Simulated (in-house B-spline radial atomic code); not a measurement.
Configurations of In+, with energies counted from [Kr] 4d10 5s2. Computed with a radial B-spline atomic code at the basis-set limit: Dirac-Hartree-Fock, average of configuration, Fermi nucleus of rms radius 4.6156 fm. Energies include first-order Breit, QED and recoil terms.

Occupations are held fixed; configurations that lie above the ionisation limit could autoionise.

| configuration | E - E(ref) (eV) | highest orbital | its <r> (bohr) |
| --- | --- | --- | --- |
| [Kr] 4d10 5s1 5p1 | 5.092 | 5p3/2 | 3.268 |
| [Kr] 4d10 5s1 7g1 | 15.908 | 7g9/2 | 31.74 |
| [Kr] 4d9 5s2 5g1 | 29.945 | 5g9/2 | 13.74 |
| [Kr] 4d9 5s2 9g1 | 31.451 | 9g9/2 | 55.73 |
| [Ar] 3d10 4s2 4p5 4d10 5s2 7d1 | 98.67 | 7d5/2 | 17.7 |
| [Ar] 3d10 4s2 4p5 4d10 5s2 6g1 | 99.297 | 6g9/2 | 21.99 |
| [Ar] 3d10 4s2 4p5 4d10 5s2 8f1 | 99.949 | 8f5/2 | 44.36 |
| [Ar] 3d10 4s2 4p5 4d10 5s2 9g1 | 100.14 | 9g9/2 | 55.73 |
| [Ar] 3d9 4s2 4p6 4d10 5s2 5p1 | 449.36 | 5p3/2 | 2.997 |
| [Ar] 3d9 4s2 4p6 4d10 5s2 6s1 | 455.79 | 6s1/2 | 5.932 |
| [Ar] 3d9 4s2 4p6 4d10 5s2 8f1 | 462.06 | 8f5/2 | 44.4 |
| [Ar] 3d9 4s2 4p6 4d10 5s2 9g1 | 462.25 | 9g9/2 | 55.73 |

(1) Order these further configurations by energy, lowest first.
A. [Kr] 4d10 5s1 9d1
B. [Kr] 4d10 5s1 8f1
C. [Kr] 4d9 5s2 5p1
D. [Kr] 4d10 5s1 6d1
E. [Ar] 3d10 4s2 4p5 4d10 5s2 8s1

(2) How far above the reference does [Ar] 3d10 4s2 4p5 4d10 5s2 8d1 lie?

(3) How far above the reference does [Ar] 3d10 4s2 4p5 4d10 5s2 6d1 lie?

(4) How far above the reference does [Ar] 3d9 4s2 4p6 4d10 5s2 7p1 lie?

(5) One of these lies 29.77 eV from the reference. Which?
A. [Ar] 3d9 4s2 4p6 4d10 5s2 8g1
B. [Kr] 4d9 5s2 6p1
C. [Ar] 3d10 4s2 4p5 4d10 5s2 7f1
D. [Kr] 4d9 5s2 8s1

Results:

(1) D (13.755 eV), A (15.939 eV), B (16.162 eV), C (18.692 eV), E (98.454 eV).

(2) 99.322 eV; its least bound orbital is 8d5/2 with <r> = 26.06 bohr.

(3) 97.465 eV; its least bound orbital is 6d5/2 with <r> = 10.83 bohr.

(4) 459.83 eV; its least bound orbital is 7p3/2 with <r> = 12.94 bohr.

(5) D.
